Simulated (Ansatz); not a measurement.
Stretching the B1–H2 bond in BBrH2 (SMILES BBr) (multiplicity 1 held, fragments rigid). Energies count from the point at 1.183 Å.
Geometry at that point (charge 0, multiplicity 1):
| atom | x (Å) | y (Å) | z (Å) |
|---|---|---|---|
| B | -0.8490 | -1.2912 | 0.2112 |
| H | -0.4717 | -2.0737 | 1.0149 |
| H | -1.8265 | -1.4215 | -0.4431 |
| Br | 0.1869 | 0.2843 | -0.0465 |

Restricted levels (R-, RO-) in cc, def2 and unpolarised 6-31G sets keep to the state of the molecule at rest. U- levels take the lowest unrestricted solution at each point, which mixes spins at long bonds. Active spaces are followed from a long bond inwards. Levels need not reach the same state.

Correlated levels freeze the cores. Filled d and f shells under p-block atoms count as core.

Programs: Ansatz (a quantum-chemistry and plane-wave program). Values without a source in brackets are computed.

Energies in kJ/mol.

```json
[
 {"R (Å)": "0.947", "R-CCSD/cc-pVDZ": "122", "U-CCSD/cc-pVDZ": "122", "R-CCSD(T)/cc-pVDZ": "123", "CASSCF(2,2)/cc-pVDZ": "128", "FIC-MRCISD+Q on CASSCF(2,2)/cc-pVDZ": "122"},
 {"R (Å)": "1.065", "R-CCSD/cc-pVDZ": "28", "U-CCSD/cc-pVDZ": "28", "R-CCSD(T)/cc-pVDZ": "28", "CASSCF(2,2)/cc-pVDZ": "31", "FIC-MRCISD+Q on CASSCF(2,2)/cc-pVDZ": "28"},
 {"R (Å)": "1.183", "R-CCSD/cc-pVDZ": "0", "U-CCSD/cc-pVDZ": "0", "R-CCSD(T)/cc-pVDZ": "0", "CASSCF(2,2)/cc-pVDZ": "0", "FIC-MRCISD+Q on CASSCF(2,2)/cc-pVDZ": "0"},
 {"R (Å)": "1.302", "R-CCSD/cc-pVDZ": "10", "U-CCSD/cc-pVDZ": "10", "R-CCSD(T)/cc-pVDZ": "9", "CASSCF(2,2)/cc-pVDZ": "7", "FIC-MRCISD+Q on CASSCF(2,2)/cc-pVDZ": "10"},
 {"R (Å)": "1.420", "R-CCSD/cc-pVDZ": "40", "U-CCSD/cc-pVDZ": "40", "R-CCSD(T)/cc-pVDZ": "39", "CASSCF(2,2)/cc-pVDZ": "33", "FIC-MRCISD+Q on CASSCF(2,2)/cc-pVDZ": "40"},
 {"R (Å)": "1.598", "R-CCSD/cc-pVDZ": "103", "U-CCSD/cc-pVDZ": "103", "R-CCSD(T)/cc-pVDZ": "101", "CASSCF(2,2)/cc-pVDZ": "90", "FIC-MRCISD+Q on CASSCF(2,2)/cc-pVDZ": "102"},
 {"R (Å)": "1.775", "R-CCSD/cc-pVDZ": "171", "U-CCSD/cc-pVDZ": "171", "R-CCSD(T)/cc-pVDZ": "168", "CASSCF(2,2)/cc-pVDZ": "152", "FIC-MRCISD+Q on CASSCF(2,2)/cc-pVDZ": "168"},
 {"R (Å)": "2.071", "R-CCSD/cc-pVDZ": "274", "U-CCSD/cc-pVDZ": "276", "R-CCSD(T)/cc-pVDZ": "268", "CASSCF(2,2)/cc-pVDZ": "244", "FIC-MRCISD+Q on CASSCF(2,2)/cc-pVDZ": "268"},
 {"R (Å)": "2.367", "R-CCSD/cc-pVDZ": "353", "U-CCSD/cc-pVDZ": "356", "R-CCSD(T)/cc-pVDZ": "341", "CASSCF(2,2)/cc-pVDZ": "313", "FIC-MRCISD+Q on CASSCF(2,2)/cc-pVDZ": "341"},
 {"R (Å)": "2.722", "R-CCSD/cc-pVDZ": "415", "U-CCSD/cc-pVDZ": "412", "R-CCSD(T)/cc-pVDZ": "393", "CASSCF(2,2)/cc-pVDZ": "363", "FIC-MRCISD+Q on CASSCF(2,2)/cc-pVDZ": "394"},
 {"R (Å)": "3.195", "R-CCSD/cc-pVDZ": "457", "U-CCSD/cc-pVDZ": "434", "R-CCSD(T)/cc-pVDZ": "415", "CASSCF(2,2)/cc-pVDZ": "391", "FIC-MRCISD+Q on CASSCF(2,2)/cc-pVDZ": "426"},
 {"R (Å)": "3.787", "R-CCSD/cc-pVDZ": "476", "U-CCSD/cc-pVDZ": "439", "R-CCSD(T)/cc-pVDZ": "407", "CASSCF(2,2)/cc-pVDZ": "401", "FIC-MRCISD+Q on CASSCF(2,2)/cc-pVDZ": "437"}
]
```

Doubts at one or more of the structures used: a restricted determinant that unrestricted orbitals would lower (R-CCSD/cc-pVDZ, R-CCSD(T)/cc-pVDZ); other coupled-cluster roots lie near (R-CCSD/cc-pVDZ, R-CCSD(T)/cc-pVDZ); T1 above 0.05 (R-CCSD/cc-pVDZ, U-CCSD/cc-pVDZ, R-CCSD(T)/cc-pVDZ); a spin-contaminated determinant (U-CCSD/cc-pVDZ).
